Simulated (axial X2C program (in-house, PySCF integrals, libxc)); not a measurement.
Results of a calculation; reference values are marked as such.
## NiH⁻: input and output

Program: an in-house all-electron X2C program for linear molecules (integrals from PySCF).

The run was started with this input:
```json
{"zs": [28, 1], "q": -1, "bas": ["dyall-av3z", "dyall-av3z"], "levels": ["PBE0", "HF", "B97-3", "BP86"], "cc": false, "r0": 1.42, "npts": 10, "nst": 2, "ntry": 6}
```
```bash
python so2c.py task.json out
```

Keys: zs atomic numbers; q charge; bas basis sets; levels methods; cc coupled cluster on or off; r0 starting distance in Å; npts points on the curve; nst determinants followed; ntry starts of the search. HF also brings MP2.

Output of the BP86 step, scalar-relativistic, at R = 1.526 Å for the state M_S = 1, Λ = 2. It starts from PBE0 orbitals of this distance.

```
spin-free X2C-1e  BP86
basis functions 140  fitting functions 777  grid points 5072
iter        total energy     max residual
   1      -1521.505924039     9.41e-02
   2      -1521.508644406     6.12e-02
   3      -1521.510690392     2.09e-02
   4      -1521.510960774     5.70e-03
   5      -1521.511054568     5.40e-03
   6      -1521.511096426     8.37e-04
   7      -1521.511137777     2.94e-03
   8      -1521.511173335     2.44e-03
   9      -1521.511190910     1.07e-03
  10      -1521.511199065     2.66e-04
  11      -1521.511202471     4.97e-04
  12      -1521.511203146     2.15e-04
  13      -1521.511203287     2.71e-05
  14      -1521.511203306     2.03e-05
  15      -1521.511203308     1.01e-05
converged
one-electron -2136.84754570  Coulomb 670.23429971  exact exchange 0.00000000  xc functional -64.60763092  nuclear repulsion 9.70967359
```
Energies are in hartree; totals compare only within one Hamiltonian and basis.
